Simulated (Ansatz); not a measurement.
Compare A (`NCO[SiH3]`) with its isomer B (`OCN[SiH3]`).

Computed with Ansatz on PBE0-D4/def2-TZVP structures; ΔE is electronic, products minus reactants. CCSD(T)/CBS is the MP2 limit (def2-TZVPP, def2-QZVPP) plus CCSD(T) − MP2 in def2-TZVPP, frozen cores. DFT in def2-TZVPP. B3LYP here is the variant with VWN-RPA as its local correlation; programs differ in this. Each species was taken in one conformer, which may not be the lowest.

Problem. Which isomer does CCSD(T)/CBS put lower? Give the gap. (Best estimate.)

Solution. Ansatz gave: A, by 10.4 kcal/mol.

Problem. Give E(B) − E(A) in kcal/mol with CCSD(T)/def2-SVP, B3LYP-D4, LDA (SPW92), B3LYP, B2PLYP, CCSD(T)/def2-TZVPP, BLYP-D4. (Best estimate.)

Solution. Computed: CCSD(T)/def2-SVP 10.1, B3LYP-D4 10.8, LDA (SPW92) 9.0, B3LYP 11.1, B2PLYP 11.1, CCSD(T)/def2-TZVPP 10.5, BLYP-D4 10.8. None reverses the order clearly.

Problem. Does the order hold for the free energy at 298.15 K (harmonic terms from PBE0-D4)? (Estimate.)

Solution. The calculation gave: Yes: G(B) − G(A) = +10.2 kcal/mol, for one conformer each. Modes under 60 cm⁻¹, often nearly free rotors, make the harmonic entropy too high.

Largest T1 diagnostic: 0.011.

In def2-TZVPP, CCSD(T) changes the Hartree–Fock value by −1.8 kcal/mol (the triples alone add −0.2 kcal/mol) and MP2 by −1.8 kcal/mol. Leaving LDA and LC-ωPBE aside and taking each functional with its dispersion term where it has one, the values, not all of them listed here, spread over 1.9 kcal/mol, from revPBE-D4 to BHLYP-D4. LDA lies −0.7 kcal/mol from PBE without D4.
